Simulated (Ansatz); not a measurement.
A nudged elastic band was laid between two geometries of CH₆ClFMgO (11 atoms, charge 0, multiplicity 1).

The calculation used RHF/6-31G* (Ansatz).

```json
{"movable images": "6", "climbing image": "no", "spring": "5.0 eV/Å²", "optimiser": "quadratic models (default)", "start path": "through a guess of the saddle point", "force threshold": "0.03 eV/Å", "iteration limit": "60", "end points": "relaxed"}
```

Image 0:

```xyz
11
Properties=species:S:1:pos:R:3
Mg -0.683 0.034 -0.323
C 0.637 -1.481 0.417
Cl -2.469 0.441 -1.680
H 1.267 1.837 -1.141
O 0.340 1.751 -0.955
H -0.564 -0.018 2.045
F -1.110 0.623 1.661
H 1.018 -1.386 1.441
H 1.534 -1.539 -0.203
H 0.184 -2.472 0.368
H -0.153 2.211 -1.630
```

Image 7:

```xyz
11
Properties=species:S:1:pos:R:3
Mg -1.340 0.868 -0.158
C 0.711 -1.627 0.858
Cl -2.520 -0.085 -1.803
H 0.829 2.369 -0.667
O 0.196 1.817 -1.112
H 0.363 -0.857 1.537
F -1.079 1.339 1.500
H 1.124 -2.446 1.434
H 1.482 -1.226 0.208
H -0.110 -2.003 0.255
H 0.345 1.850 -2.051
```

Question: Which bonds break or form, and what moves?

Answer: Bonds broken: Mg1–C2, H6–F7. Bonds formed: C2–H6. CH6ClFMgO becomes CH4 + ClFH2MgO.

Question: What energy profile does the band end with?

Answer: The run converged. The highest image is number 2 of 0 to 7, 0.015 eV above the first end and 2.313 eV above the last; the last end lies 2.298 eV below the first. Neighbouring images differ by up to 1.6 eV, so the band resolves the path poorly. No image climbed, so the highest image needn't sit at the top of the path. The orbitals stay closed-shell, which can raise the energy where a bond breaks towards radicals; this wasn't checked here.

```
image  path coordinate (Å)  energy (eV)  Mg1–C2 (Å)  H6–F7 (Å)  C2–H6 (Å)
    0                 0.00        0.000        2.14       0.93       2.50
    1                 0.59        0.000        2.14       0.93       2.47
    2                 1.18        0.015        2.17       0.94       2.10
    3                 1.77        0.012        2.28       1.11       1.54
    4                 2.36       -1.633        2.54       1.69       1.12
    5                 2.95       -2.141        2.96       2.06       1.08
    6                 3.54       -2.278        3.30       2.37       1.08
    7                 4.13       -2.298        3.38       2.63       1.08
```

Question: What is the geometry of the highest image?

Answer: 
```xyz
11
Properties=species:S:1:pos:R:3
Mg -0.740 0.074 -0.289
C 0.599 -1.438 0.498
Cl -2.555 0.345 -1.626
H 1.201 1.951 -1.054
O 0.282 1.713 -1.051
H -0.340 -0.115 1.828
F -0.907 0.628 1.728
H 0.614 -1.786 1.538
H 1.638 -1.195 0.268
H 0.369 -2.339 -0.074
H -0.161 2.163 -1.764
```

Time of the run: 5.5 min on 2 threads of Intel(R) Xeon(R) Platinum 8259CL CPU @ 2.50GHz (Skylake/Cascade Lake), with other jobs on the host, peak memory 0.22 GiB.
